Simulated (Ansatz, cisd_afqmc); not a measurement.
Species: Fe, charge 0, quintet.

Total energies in def2-TZVPP, 8 correlated electrons, 9 frozen orbitals. UHF or UKS for unpaired electrons; spin-orbit terms are left out. Cores are frozen in correlated methods (noble-gas shells, and filled d and f shells in the p block). No relativity. The Monte Carlo rows (phaseless AFQMC, CISD trial, step 0.005/hartree) carry one-sigma bars that omit the constraint's bias. Outlying blocks are dropped, and bars are widened where a walk drifts. Over all cases where full CI ran beside it in this data, AFQMC minus full CI had a median of +0.1 mEh and passed +0.4 mEh in a tenth of the cases. The determinant of Fe ([Fe], quintet) is a saddle point of the SCF energy; a lower one exists, which strains HF and MP2. Open-shell metal atoms are single determinants of the lowest configuration found, not pure terms.

```csv
method,program,energy (Eh),minus CCSDT(Q) (mEh)
HF,Ansatz,-1262.42903,194.38
MP2,Ansatz,-1262.60541,18.00
CCSD,Ansatz,-1262.61691,6.50
CCSD(T),Ansatz,-1262.62277,0.64
CCSDT(Q),Ansatz,-1262.62341,0.00
AFQMC/CISD,cisd_afqmc,-1262.6224 ± 0.0002,1.0 ± 0.2
```

Ansatz is a program for electronic structure.
